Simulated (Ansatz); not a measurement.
Abridged output of a molecular run in Ansatz:

```
Functional definition: HF
1186 factors; integrals over basis functions are off by at most 1.2e-3 eV
mean field evaluation 1: about -15222.9190 eV, gradient 3.6e1 eV
mean field evaluation 2: about -15223.0292 eV, gradient 3.6e1 eV
mean field evaluation 4: about -15226.4292 eV, gradient 3.8e0 eV
mean field evaluation 8: about -15226.4810 eV, gradient 2.4e-1 eV
mean field -15226.48133142 eV, -559.5628680499 hartree, gradient 3.0e-6 eV, S^2 0.000000; 0 other end points of the search recorded, 0 dependent functions left out
10 core orbitals not correlated: weight in the atoms' cores, before any rotation towards them, 1.000 or more for the frozen orbitals, at most 0.000 for the correlated occupied ones
reference -15226.48133142 eV, -559.5628680499 hartree; 17, 17 occupied and 91, 91 virtual orbitals, 1186 factors
second order -22.84087984 eV of doubles, -0.00000000 eV of singles
cycle   1  -23.46723187 eV  change   -6.3e-1 eV  update   1.1e-1
cycle   2  -24.07769090 eV  change   -6.1e-1 eV  update   3.4e-2
cycle   3  -24.22399510 eV  change   -1.5e-1 eV  update   1.7e-2
cycle   4  -24.22230726 eV  change    1.7e-3 eV  update   4.8e-3
cycle   5  -24.22104200 eV  change    1.3e-3 eV  update   2.2e-3
cycle   6  -24.22158132 eV  change   -5.4e-4 eV  update   6.5e-4
cycle   7  -24.22136797 eV  change    2.1e-4 eV  update   2.6e-4
cycle   8  -24.22126271 eV  change    1.1e-4 eV  update   8.8e-5
cycle   9  -24.22126469 eV  change   -2.0e-6 eV  update   3.7e-5
perturbative correction -0.77576946 eV, -0.0285090019 hartree
Total energy: -15251.47836557 eV, -560.4814921113 hartree
```

Its atoms:

Cartesian coordinates in Å:
```
N 0.831 -0.050 -1.563
C 0.386 -0.464 -0.297
F 0.868 -1.756 0.032
C -1.117 -0.435 -0.128
C -1.404 0.428 0.857
Si 0.390 0.783 1.170
H 0.533 -0.676 -2.302
H 1.834 0.066 -1.605
H -1.804 -1.031 -0.731
H -2.392 0.698 1.206
H 0.971 0.279 2.442
H 0.904 2.158 0.919
```

Task: Which basis set was used?
A. def2-SVP
B. def2-TZVPPD
C. cc-pV(T+d)Z
D. cc-pV(Q+d)Z

Result: A. It gives 118 functions.

Task: Write the keys of the input that set method, charge and spin (a neutral closed shell needs none for the last two).

Result: 
```yaml
correlation: {method: ccsd_t}
```
